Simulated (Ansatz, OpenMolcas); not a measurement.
# CH2ClI (chloroiodomethane): the vertical ionisation energy from total energies

CH2ClI has 5 atoms, charge 0, and is taken as a singlet. SMILES: `ClCI`. The shape is that of a PBE0-D4/def2-TZVP optimisation.

Both states at this one shape; open shells run unrestricted unless said. 1 Eh = 27.2114 eV.

| level | program | singlet CH2ClI (Eh) | doublet CH2ClI+ (Eh) | HOMO of the first (eV) |
| --- | --- | --- | --- | --- |
| HF/def2-SVPD (core potential) | Ansatz | -795.003538 | -794.666879 | -10.28 |
| TPSS/def2-SVPD (core potential) | OpenMolcas | -796.954293 | -796.594047 | -6.61 |
| wB97X/def2-SVPD (core potential) | Ansatz | -797.069757 | -796.700850 | -9.95 |

Problem. Work out the vertical ionisation energy at each level.

Solution. 
1. HF/def2-SVPD (core potential): -794.666879 − (-795.003538) = 0.336659 Eh = 9.16 eV; −ε(HOMO) = 10.28 eV.
2. TPSS/def2-SVPD (core potential): -796.594047 − (-796.954293) = 0.360246 Eh = 9.80 eV; −ε(HOMO) = 6.61 eV.
3. wB97X/def2-SVPD (core potential): -796.700850 − (-797.069757) = 0.368907 Eh = 10.04 eV; −ε(HOMO) = 9.95 eV.

No measured value is set beside it here; the levels span 9.16 to 10.04 eV. In Hartree–Fock, −ε(HOMO) (Koopmans) exceeds the difference of totals by the orbital relaxation of the ion. In semi-local functionals −ε(HOMO) lies far under the ionisation energy, a result of self-interaction. Hartree–Fock favours the state with fewer electron pairs, since it lacks pair correlation. Spin-orbit coupling is left out.
